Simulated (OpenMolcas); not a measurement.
A run on Nb2+ among 6 point charges of -1.7 e arranged as an octahedron (Oh), 2.3 Å from the ion.

```
Program             : OpenMolcas
Method              : SS-CASPT2, IPEA 0.25 Eh, imaginary shift 0.1 Eh (closed shells correlated: 4s 4p)
Basis               : ANO-RCC-VTZP [7s6p4d2f1g]
Scalar Hamiltonian  : DKH2, point nucleus
Active space        : 3 electrons in 5 orbitals (4d)
State averaging     : 2S+1 = 4 even, 10 roots; 2S+1 = 2 even, 40 roots
Spin-orbit coupling : RASSI with atomic mean-field integrals over the reference wave functions
```

First CASPT2 step and the start of its output:

```
&CASPT2
Multistate=10 1 2 3 4 5 6 7 8 9 10
NoMult
Frozen=8 6
IPEA=0.25
Imaginary=0.1
MaxIter=60
WThr=0.0 0.3 0.05
PrWF=0.5
NoMix
```

```
--- CASPT2 ---
Orbital specifications:
      -----------------------

      Symmetry species                           1   2
                                                ag  au
      Frozen orbitals                            8   6
      Inactive orbitals                          1   3
      Active orbitals                            5   0
      Secondary orbitals                        22  23
      Deleted orbitals                           0   0
      Number of basis functions                 36  32
Type of calculation                        SS-CASPT2
      Fock operator                              state-specific
      IPEA shift                                 0.25
      Real shift                                 0.00
      Imaginary shift                            0.10
      The input orbitals will be transformed to quasi-canonical
Reference energy:       -3820.8692332053
      E2 (Non-variational):      -0.2792246988
      Shift correction:          -0.0012953458
      E2 (Variational):          -0.2805200447
      Total energy:           -3821.1497532500
      Residual norm:              0.0000008506
      Reference weight:           0.91573
      Contributions to the CASPT2 correlation energy
      Active & Virtual Only:         -0.0239728559
      One Inactive Excited:          -0.0953985881
      Two Inactive Excited:          -0.1598532549
Reference energy:       -3820.8692332053
      E2 (Non-variational):      -0.2791718795
      Shift correction:          -0.0012753641
      E2 (Variational):          -0.2804472436
      Total energy:           -3821.1496804489
      Residual norm:              0.0000008000
      Reference weight:           0.91609
      Contributions to the CASPT2 correlation energy
      Active & Virtual Only:         -0.0239119653
...
```

Over all roots the printed reference weights run from 0.09 to 0.94, and roots that are degenerate in the reference spread by up to 110000 cm-1.

Q: Did the run give usable levels, and if not, why?

A: No. The equations converged, but the reference weight falls to 0.09 for at least one root against 0.94 for the best. A drop of that size marks an intruder state, so the energies of such roots and the levels built on them can't be trusted.
